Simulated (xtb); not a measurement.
Sn(NH2)(SiH3) (H5NSiSn), SMILES [NH2][Sn][SiH3] (connectivity only; charge and spin as stated), neutral, multiplicity 1. All values are semi-empirical tight-binding results from xtb (GFN2-xTB unless named), good for trends rather than for accurate numbers. Coordinates come from a GFN2-xTB optimisation. One conformer was computed; it need not be the lowest.

Optimised geometry:

```xyz
8

Sn     0.2030     0.2459     0.5667
N      0.5274     1.5571    -0.9422
H      0.9562     2.4631    -0.8216
H      0.3109     1.4610    -1.9231
Si    -0.8454    -1.5190    -1.0472
H      0.1322    -2.2937    -1.8364
H     -1.7506    -0.9813    -2.0791
H     -1.6559    -2.5783    -0.4160
```
Charge 0, spin multiplicity 1.

For metal compounds this method's bond lengths and energies can be far off.

Computed properties:
The orbital gap is 2.24 eV, the zero-point energy is 29.2 kcal/mol and the G − E(el) at 298.15 K (modified RRHO) comes out as 9.4 kcal/mol.

Computed atomic charges and the Wiberg bond orders between heavy atoms:
charges (e) Sn1 0.14, N2 -0.42, H3 0.14, H4 0.15, Si5 0.35, H6 -0.11, H7 -0.11, H8 -0.13. Bond orders Sn1–N2 1.32, Sn1–Si5 0.94.
